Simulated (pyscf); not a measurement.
HO–SiH₂–CH₂–O–SiH₃ (SMILES O[SiH2]CO[SiH3]), singlet

Gas-phase minimum from PySCF at ωB97X-D3(BJ)/def2-SVP, one conformer. HO–SiH₂–CH₂–O–SiH₃ lies 31.8 kcal/mol over its isomer H₃C–O–SiH₂–O–SiH₃ (electronic energy, ωB97M-D3(BJ)/def2-TZVP). 

```
O
C 1 1.4327
H 2 1.1070 1 110.39
H 2 1.1072 3 107.21 1 -121.31
Si 1 1.6728 2 121.18 3 -66.70
H 5 1.4851 1 106.67 2 179.98
H 5 1.4931 6 110.56 1 -119.85
H 5 1.4937 6 110.48 7 -120.24
Si 2 1.8965 3 111.46 4 -123.77
O 9 1.6662 2 105.38 3 -76.57
H 10 0.9670 9 110.51 2 -32.12
H 9 1.4876 10 109.01 11 -152.44
H 9 1.4927 12 109.38 10 123.26
```

Properties at ωB97X-D3(BJ)/def2-SVP:

```
Quantity                                                                                                                                                                                                                                                                                             Value
---------------------------------------------------------------------------------------------------------------------  -----------------------------------------------------------------------------------------------------------------------------------------------------------------------------------
Harmonic wavenumbers, unscaled                                                                                         47, 75, 120, 153, 205, 295, 398, 544, 683, 723, 732, 747, 813, 830, 868, 927, 952, 954, 976, 997, 1007, 1139, 1245, 1313, 1467, 2245, 2248, 2253, 2279, 2297, 3031, 3090, 3873 cm⁻¹
Zero-point energy                                                                                                                                                                                                                                                                            56.5 kcal/mol
Rotational symmetry number                                                                                                                                                                                                                                                                               1
Entropy of this conformer at 298 K and 1 atm, rigid rotor and harmonic oscillator, modes under 100 cm⁻¹ raised to 100                                                                                                                                                                      366.9 J/(mol K)
Dipole moment                                                                                                                                                                                                                                                                                       2.23 D
```

Single-point totals, which compare only within one level:

| level | total energy (hartree) |
|---|---|
| ωB97X-D3(BJ)/def2-TZVP | -772.61907 |
| PBE/def2-TZVP | -771.98361 |
| r²SCAN/def2-TZVP | -772.35909 |
| B3LYP-D3(BJ)/def2-TZVP | -772.58306 |
| PBE0-D3(BJ)/def2-TZVP | -772.06128 |
| M06-2X/def2-TZVP | -772.39231 |
| ωB97M-D3(BJ)/def2-TZVP | -772.64098 |

The lowest mode is so soft that the shape along it may change with the basis. Soft torsions are taken as harmonic, which can shift the entropy by several J/(mol K).
